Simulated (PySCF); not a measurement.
Pb(OH)(OMe) (CH4O2Pb), SMILES [O](C)[Pb][OH] (connectivity only; charge and spin as stated), neutral, multiplicity 1. Atoms are numbered in the order given.

```xyz
8

Pb    -0.0852     0.0951     0.4718
O     -1.2389     1.0524    -1.0181
H     -1.0358     0.7401    -1.9127
O      1.1017    -1.0398    -0.8749
C      1.0174    -0.9640    -2.2640
H      0.8428     0.0657    -2.6494
H      1.9636    -1.3134    -2.7208
H      0.2082    -1.6033    -2.6777
```
Charge 0, spin multiplicity 1.

The structure is a stationary point at r2SCAN-D4/def2-SVP. The def2 effective core potentials stand for the cores of Pb; spin–orbit coupling is left out. The values are those of a single conformer.

These are B3LYP/def2-TZVP (PySCF) values and carry that method's errors.

Isolated molecule, no solvent.

```
Item                                                                                                           Result
---------------------------------------------------------------------------------------------  ----------------------
total energy                                                                                       -384.02060 hartree
highest occupied level                                                                                       -7.08 eV
lowest empty level                                                                                           -2.43 eV
orbital gap                                                                                                   4.65 eV
dipole moment                                                                                               0.341 e·Å
quadrupole, principal values (traceless, Buckingham form, about the centre of nuclear charge)  -13.16, 4.84, 8.32 D·Å
mean static polarisability                                                                       61.0 bohr³ (9.04 Å³)
polarisability, principal values                                                               43.9, 60.6, 78.4 bohr³
```
